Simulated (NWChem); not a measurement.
System meant: C$_{3}$Cl$_{3}$F; SMILES FC(Cl)=C=C(Cl)Cl

NWChem input:

```
start job
memory heap 200 mb stack 900 mb global 1100 mb
geometry units angstroms noautoz
  F     -1.576345    -2.112801     0.000000
  C     -0.400906    -1.516578     0.000000
  Cl     0.896228    -2.641089     0.000000
  C     -0.242609    -0.219155     0.000000
  C     -0.051190     1.073147     0.000000
  Cl     0.085527     1.999542     1.449660
  Cl     0.085527     1.999542    -1.449660
end
basis spherical
  * library def2-svp
end
dft
  odft
  mult 2
  xc xpbe96 cpbe96
  iterations 150
  mulliken
end
task dft energy
```

End of the output:

```
 Summary of "ao basis" -> "" (spherical)
 ------------------------------------------------------------------------------
       Tag                 Description            Shells   Functions and Types
 ---------------- ------------------------------  ------  ---------------------
 *                          def2-svp                  on all atoms

  pbe96 is a nonlocal functional; adding pw91lda local functional.

                                 NWChem DFT Module
                                 -----------------

 Summary of "ao basis" -> "ao basis" (spherical)
 ------------------------------------------------------------------------------
       Tag                 Description            Shells   Functions and Types
 ---------------- ------------------------------  ------  ---------------------
 F                          def2-svp                 6       14   3s2p1d
 C                          def2-svp                 6       14   3s2p1d
 Cl                         def2-svp                 8       18   4s3p1d

 Summary of "ao basis" -> "ao basis" (spherical)
 ------------------------------------------------------------------------------
       Tag                 Description            Shells   Functions and Types
 ---------------- ------------------------------  ------  ---------------------
 F                          def2-svp                 6       14   3s2p1d
 C                          def2-svp                 6       14   3s2p1d
 Cl                         def2-svp                 8       18   4s3p1d

      Symmetry analysis of basis
      --------------------------

        a'         71
        a"         39

  number of electrons :                   78
  multiplicity        :                    2
 ------------------------------------------------------------------------
  no. of electrons and multiplicity not compatible                  78
 ------------------------------------------------------------------------
 ------------------------------------------------------------------------
  current input line :
    22: task dft energy
 ------------------------------------------------------------------------
 ------------------------------------------------------------------------
 There is an error in the input file
 ------------------------------------------------------------------------
 For more information see the NWChem manual at https://nwchemgit.github.io

0: no. of electrons and multiplicity not compatible:Received an Error in Communication
```

**Question.** Can this run be used? If not, why, and what is the fix?

**Answer.** The program refused the input. Cause: the multiplicity doesn't fit the number of electrons (an even count wants an odd multiplicity, and the reverse). This input runs:
```
start job
memory heap 200 mb stack 900 mb global 1100 mb
geometry units angstroms noautoz
  F     -1.576345    -2.112801     0.000000
  C     -0.400906    -1.516578     0.000000
  Cl     0.896228    -2.641089     0.000000
  C     -0.242609    -0.219155     0.000000
  C     -0.051190     1.073147     0.000000
  Cl     0.085527     1.999542     1.449660
  Cl     0.085527     1.999542    -1.449660
end
basis spherical
  F library def2-svp
  C library def2-svp
  Cl library def2-svp
end
dft
  xc xpbe96 cpbe96
  iterations 150
  mulliken
end
task dft energy
```
It converges to -1593.29143 Ha (PBE/def2-SVP).
